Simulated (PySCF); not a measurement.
Correlation energy of Fe⁺ (iron, charge +1)

[Ar] 3d5 4s2, high-spin 6S determinant (an excited configuration). Calculation: PySCF 2.14, in x2c-TZVPPall with one added diffuse shell each of s, p, d, f type (7s6p5d3f1g, 80 functions); the spin-free X2C one-electron Hamiltonian (Gaussian nucleus). Frozen: [Ar]; 7 electrons correlated.

```csv
level,correlation energy (mhartree)
CCSD,-133.39
(T),-2.92
CCSD(T),-136.31
```

Diagnostics: T1 = 0.012, D1 = 0.0358, largest double amplitude 0.097.

Cost of the coupled-cluster step: of the order of 12 core-seconds, for 7 correlated electrons.
